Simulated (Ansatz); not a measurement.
Species: sum formula HSO, net charge 0, doublet state. It need not be the lowest isomer of its formula. 
Coordinates optimised at B3LYP-D3(BJ)/def2-TZVP (Ansatz, a first-principles code):
```
S
O 1 1.5055
H 1 1.3768 2 104.45
```
Charge 0, spin multiplicity 2.

Basis-set convergence of Hartree-Fock and CCSD correlation energies (hartree) with Ansatz. Valence correlation only, unless marked. Open shells are spin-unrestricted. Spin-orbit coupling is left out. No relativistic terms.

```json
[
 {"basis": "def2-SVP", "functions": "37", "E(HF)": "-472.72233", "E(corr, CCSD)": "-0.32130"},
 {"basis": "def2-TZVPP", "functions": "87", "E(HF)": "-472.97360", "E(corr, CCSD)": "-0.41474"},
 {"basis": "def2-QZVPP", "functions": "157", "E(HF)": "-472.98983", "E(corr, CCSD)": "-0.44481"}
]
```

Extrapolating the two largest sets (X = 3 and 4) as X^-3: E(corr) = (64·(-0.44481) - 27·(-0.41474))/37 = -0.4668 Eh, an estimate of the basis-set limit. The largest set recovers 95.3 % of it, the smallest 68.8 %.
